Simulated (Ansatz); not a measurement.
Computed with Ansatz on PBE0-D4/def2-TZVP structures; ΔE is electronic, products minus reactants. CCSD(T)/CBS adds triple-zeta CCSD(T) − MP2 to the extrapolated MP2 energy (def2 sets, frozen cores). This one scheme is used for every species. Functionals use def2-TZVPP. def2 core potentials past Kr. For In outer-core shells are correlated without core-valence functions, which leaves a few kJ/mol of doubt a bond. Each species was taken in one conformer, which may not be the lowest.

Consider the ligand exchange at the In–O bond: `C[O][In]([SH])[O][SiH3]` + `O[SiH3]` → `[SiH3][O][In]([SH])[O][SiH3]` + CH₃OH.

| level | ΔE (kcal/mol) |
| --- | --- |
| PBE0-D4 | -5.3 |
| r2SCAN | -4.5 |
| SCS-MP2/def2-TZVPP | -5.8 |
| HF/CBS(def2) | -7.4 |

What does CCSD(T)/CBS give? (Best estimate.)

Ansatz gave: -5.8 kcal/mol. The listed levels differ from it by 0.5, 1.3, 0.0, -1.6 kcal/mol.

Largest T1 diagnostic among the species: 0.016.

From PBE to PBE0 (25 % exact exchange), in def2-TZVPP and without D4, ΔE moves by −1.3 kcal/mol. In def2-TZVPP, CCSD(T) changes the Hartree–Fock value by +1.6 kcal/mol (the triples alone add +0.3 kcal/mol) and MP2 by +1.7 kcal/mol.

CCSD(T)/CBS has its own doubt, a few kJ/mol and more with outer-core shells, so smaller differences from it don't rank the levels.
